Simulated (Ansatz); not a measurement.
Single points on the cluster SiPt2.

```yaml
crystal:
  periodic: [false, false, false]
  atoms:
    - {symbol: Pt, position_ang: [-0.000599, -2.044887, -0.329745]}
    - {symbol: Pt, position_ang: [0.000574, 2.044877, 0.329763]}
    - {symbol: Si, position_ang: [0.000025, -0.000001, -0.000017]}
basis:
  gaussian: {orbitals: def2-TZVP, initial_orbitals: start.molden}
hamiltonian: {xc: {text: "exchange = 0.50*pbe_x + 0.50*exact_x\ncorrelation = pbe_c"}}
scf: {omitted_lower_state_checks: [starts]}
output: {orbitals: {seedname: orbitals}}
```

The file start.molden holds the orbitals of an earlier run on this structure, at another level or in another basis.

```sh
$ ansatz run in.yaml --threads 4 --pin off --events-out ev --progress --plain --max-ram 3916MiB
```

It prints (some lines left out):

```
Functional definition: unnamed
  exchange = 0.50*pbe_x + 0.50*exact_x
  correlation = pbe_c
these checks for a lower state are left out or cut short: starts
1266 factors; their error is unknown
mean field evaluation 1: about -14367.2465 eV, gradient 9.0e0 eV
mean field evaluation 2: about -14367.3688 eV, gradient 2.1e-1 eV
mean field evaluation 4: about -14367.6037 eV, gradient 2.1e-1 eV
mean field evaluation 8: about -14367.6037 eV, gradient 1.3e-5 eV
mean field -14367.60373146 eV, -527.9996984195 hartree, gradient 1.3e-5 eV, S^2 0.000000; 0 other end points of the search recorded, 0 dependent functions left out
reference -14367.60375047 eV, -527.9996991181 hartree; 25, 25 occupied and 92, 92 virtual orbitals, 1266 factors
Total energy: -14367.60375047 eV, -527.9996991181 hartree
Checks for a lower state left out: starts
```

Hardware: 4 threads of Arm Neoverse V1 on a shared host. Wall time 1.4 s.

The first input with `hamiltonian: {xc: {name: revPBE}, dispersion: d4}` (abridged; 0.95 s):

```
Functional definition: revPBE
mean field -14377.59707183 eV, -528.3669469043 hartree, gradient 2.7e-5 eV, S^2 0.000000
Total energy: -14377.85034425 eV, -528.3762544944 hartree
Checks for a lower state left out: starts
```

As the first input, with `hamiltonian: {xc: {name: wB97M-V}}` (abridged; 4.8 s):

```
Functional definition: wB97M-V
mean field -14368.02654144 eV, -528.0152363999 hartree, gradient 9.9e-6 eV, S^2 0.000000
Total energy: -14368.02658725 eV, -528.0152380832 hartree
Checks for a lower state left out: starts
```

First input, but with `hamiltonian: {xc: pbe0, dispersion: d4}` and without the key `scf` (abridged; 1.4 s):

```
Functional definition: PBE0
mean field evaluation 16: about -14370.1504 eV, gradient 4.9e-3 eV
mean field -14370.15038853 eV, -528.0932863406 hartree, gradient 1.8e-5 eV, S^2 0.000000; 1 other end points of the search recorded, 0 dependent functions left out
Total energy: -14370.26680733 eV, -528.0975646526 hartree
```

As the first input, with `hamiltonian: {xc: {text: "exchange = 0.90*pbe_x + 0.10*exact_x\ncorrelation = pbe_c"}}` (abridged; 1.1 s):

```
Functional definition: unnamed
mean field -14371.79977765 eV, -528.1539002727 hartree, gradient 8.9e-6 eV, S^2 0.000000
Total energy: -14371.79981104 eV, -528.1539014999 hartree
Checks for a lower state left out: starts
```

The first input with `gaussian: {orbitals: def2-SVP, initial_orbitals: start.molden}`, `hamiltonian: {xc: pbe0, dispersion: d4}` (abridged; 0.95 s):

```
Functional definition: PBE0
mean field -14366.89102868 eV, -527.9735070757 hartree, gradient 2.3e-5 eV, S^2 0.000000
Total energy: -14367.00744785 eV, -527.9777854012 hartree
Checks for a lower state left out: starts
```

The first input with `gaussian: {orbitals: def2-TZVPD, initial_orbitals: start.molden}`, `hamiltonian: {xc: r2scan, dispersion: d4}` (abridged; 2.7 s):

```
Functional definition: r2SCAN
mean field -14376.24252283 eV, -528.3171681469 hartree, gradient 2.0e-5 eV, S^2 0.000000
Total energy: -14376.26709919 eV, -528.3180713113 hartree
Checks for a lower state left out: starts
```

Geometry: PBE0-D4/def2-TZVP.

In the def2 sets Pt takes a core potential; there is no spin–orbit coupling. The structure comes from a short search, and lower isomers may exist.
